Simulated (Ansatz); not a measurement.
Input file for CH4S2Si, SMILES `C1[SiH2]SS1`:

```yaml
crystal:
  periodic: [false, false, false]
  atoms:
    - {symbol: C, position_ang: [-0.513568, 0.770941, -0.338988]}
    - {symbol: Si, position_ang: [0.283573, -0.571450, 0.699506]}
    - {symbol: S, position_ang: [1.684464, -0.929757, -0.879208]}
    - {symbol: S, position_ang: [0.062144, -0.013836, -1.887464]}
    - {symbol: H, position_ang: [-1.602032, 0.823689, -0.319383]}
    - {symbol: H, position_ang: [-0.077891, 1.764774, -0.224590]}
    - {symbol: H, position_ang: [0.911988, -0.198744, 1.993967]}
    - {symbol: H, position_ang: [-0.656577, -1.702716, 0.900460]}
basis:
  gaussian: {orbitals: def2-SVP}
correlation: {method: ccsd_t}
```

```sh
$ ansatz run in.yaml --threads 2 --pin off --events-out ev --progress --plain --max-ram 4352MiB
```

Output of Ansatz, abridged:

```
Functional definition: HF
838 factors; integrals over basis functions are off by at most 1.5e-3 eV
mean field evaluation 1: about -30579.2127 eV, gradient 2.0e1 eV
mean field evaluation 2: about -30579.2209 eV, gradient 2.0e1 eV
mean field evaluation 4: about -30580.5991 eV, gradient 2.2e0 eV
mean field evaluation 8: about -30580.6194 eV, gradient 2.0e-4 eV
mean field -30580.61941785 eV, -1123.8170353177 hartree, gradient 3.0e-6 eV, S^2 0.000000; 0 other end points of the search recorded, 0 dependent functions left out
16 core orbitals not correlated: weight in the atoms' cores, before any rotation towards them, 1.000 or more for the frozen orbitals, at most 0.000 for the correlated occupied ones
reference -30580.61941785 eV, -1123.8170353177 hartree; 12, 12 occupied and 60, 60 virtual orbitals, 838 factors
second order -13.27458609 eV of doubles, -0.00000000 eV of singles
cycle   1  -14.18167174 eV  change   -9.1e-1 eV  update   8.9e-2
cycle   2  -14.62465860 eV  change   -4.4e-1 eV  update   2.7e-2
cycle   3  -14.68450988 eV  change   -6.0e-2 eV  update   1.0e-2
cycle   4  -14.68229169 eV  change    2.2e-3 eV  update   2.8e-3
cycle   5  -14.68229781 eV  change   -6.1e-6 eV  update   1.1e-3
cycle   6  -14.68210626 eV  change    1.9e-4 eV  update   4.5e-4
cycle   7  -14.68203702 eV  change    6.9e-5 eV  update   2.0e-4
cycle   8  -14.68208094 eV  change   -4.4e-5 eV  update   9.9e-5
cycle   9  -14.68206765 eV  change    1.3e-5 eV  update   4.8e-5
cycle  10  -14.68206018 eV  change    7.5e-6 eV  update   2.1e-5
perturbative correction -0.50330861 eV, -0.0184962503 hartree
Total energy: -30595.80478664 eV, -1124.3750873275 hartree
```

Run time 2.8 s (2 threads of an Arm Neoverse V1 on a shared host); peak host memory 0.42 GiB.

Correlation energy per correlated electron: -0.633 eV. T1 diagnostic: 0.0112.
